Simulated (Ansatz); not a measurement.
Geometry optimisation, Ansatz, RKS B3LYP-D4/def2-SVPD.

Input file:

```yaml
crystal:
  periodic: [false, false, false]
  atoms:
    - { symbol: Al, position_ang: [0.0, 0.0, 0.0] }
    - { symbol: "N", position_ang: [0.0, 0.0, 2.27] }
    - { symbol: H, position_ang: [-0.877, -0.2713, 2.8] }
    - { symbol: H, position_ang: [0.877, 0.2713, 2.8] }
    - { symbol: H, position_ang: [1.351, 0.0, -0.78] }
    - { symbol: H, position_ang: [-1.351, 0.0, -0.78] }
    - { symbol: Br, position_ang: [-0.339, 2.5493, 0.8545] }
    - { symbol: H, position_ang: [-0.1688, 1.2694, 2.0782] }
basis:
  gaussian: { orbitals: def2-SVPD }
hamiltonian:
  xc: b3lyp
  dispersion: d4
relax:
  f_tol: 0.15
  max_steps: 25
  restrain:
    - { distance: [0, 6], at: 3.61, k: 30.0 }
    - { distance: [7, 1], at: 2.26, k: 30.0 }
    - { distance: [0, 1], at: 1.92, k: 30.0 }
    - { distance: [7, 6], at: 1.55, k: 30.0 }
```

Command:

```bash
$ ansatz run input.yaml --threads 4 --pin off --max-ram 5120MiB --backend cpu --events-out ev --progress --plain --runs-dir out
```

**Question.** Where does it end, and by what steps?

**Answer.** The forces met the threshold. The restraints hold the end off the free minimum; the threshold counts their pulls, which the force column leaves out. Restrained pairs: Al1–Br7 (2.71 → 3.61 Å), N2–H8 (1.29 → 2.25 Å), Al1–N2 (2.27 → 1.88 Å), Br7–H8 (1.78 → 1.51 Å). After 6 steps the energy has fallen by 0.345 eV (the restraints' own energy left out); H8 moved furthest, 0.79 Å.

```
step  energy less start (eV)  largest force component (eV/Å)  accepted
   0                  0.0000                           2.772       yes
   1                  0.6317                           1.988       yes
   2                  0.7536                           1.779       yes
   3                  0.3388                           1.482       yes
   4                 -0.1864                           1.114       yes
   5                 -0.3431                           1.248       yes
   6                 -0.3449                           1.293       yes
```

```xyz
8
Properties=species:S:1:pos:R:3
Al 0.033 -0.186 0.164
N 0.009 -0.207 2.041
H -0.799 -0.450 2.605
H 0.854 -0.254 2.599
H 1.422 -0.030 -0.562
H -1.376 -0.365 -0.513
Br -0.388 3.289 1.048
H -0.262 2.021 1.862
```

The run took 14 s on 4 threads of Arm Neoverse V2 (shared host), peak memory 0.31 GiB.
